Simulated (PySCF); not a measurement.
C₂H₇ClOSi₂, SMILES C=C([SiH3])O[SiH2]Cl.

The structure is a stationary point at B3LYP-D3(BJ)/def2-SVP. This is a generated structure with no PubChem entry under its InChIKey; it may be hypothetical. One conformer was computed; it need not be the lowest.

Vertical ionisation energy (IE) and electron affinity (EA) in eV. Rows of orbital energies are one-electron estimates. Where ΔSCF, EOM or ADC give a negative EA the extra electron is unbound and the value depends on the basis.

| level | IE | EA |
|---|---|---|
| −ε(HOMO), −ε(LUMO), ωB97X/def2-TZVP (PySCF) | 9.74 | -1.72 |
| −ε(HOMO), −ε(LUMO), PBE/def2-TZVP (PySCF) | 6.24 | 1.41 |
